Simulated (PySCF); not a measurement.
A GIAO shielding run with PySCF (density fitting, non-relativistic, gas phase) on `F[Si]([SiH3])([SiH3])P`, FH8PSi3:

```
$ OMP_NUM_THREADS=1 python probes_run.py task.json out

{"job": {"kind": "nmr", "xc": "B97-D", "basis": "pcSseg-1", "pop": false}, "charge": 0, "multiplicity": 1}
F      0.263785    -0.308416    -2.316360
Si    -0.082596     0.028671    -0.748100
Si     1.923138     0.412330     0.403150
Si    -1.283098    -1.760456     0.185084
P     -1.434010     1.850928    -0.705495
H      2.631614     1.595497    -0.174132
H      1.564686     0.707725     1.825883
H      2.830388    -0.775421     0.367588
H     -2.578883    -1.966994    -0.529232
H     -1.560648    -1.420164     1.615944
H     -0.478203    -3.018634     0.133065
H     -1.423302     1.840924     0.726621
H     -0.365360     2.798087    -0.793463
```

Hardware: 1 thread of an Arm Neoverse V1, shared host.

Question: How large is the calculation?

Answer: 74 electrons, 153 basis functions and 893 auxiliary functions.

Question: How long does it take, and how much memory does it need?

Answer: 20 s of wall time, with 14 SCF cycles; peak memory 0.82 GiB. Times on a shared host scatter by some tens of per cent.

Question: And these other runs on the same molecule and hardware: GIAO shielding at B3LYP/pcSseg-1; GIAO shielding at BLYP/pcSseg-1; GIAO shielding at BP86/pcSseg-1; GIAO shielding at HF/pcSseg-1; GIAO shielding at KT2/pcSseg-1; GIAO shielding at KT3/pcSseg-1?

Answer: B3LYP/pcSseg-1: 153 functions, 14 s; BLYP/pcSseg-1: 153 functions, 20 s; BP86/pcSseg-1: 153 functions, 20 s; HF/pcSseg-1: 153 functions, 8.6 s; KT2/pcSseg-1: 153 functions, 21 s; KT3/pcSseg-1: 153 functions, 21 s.
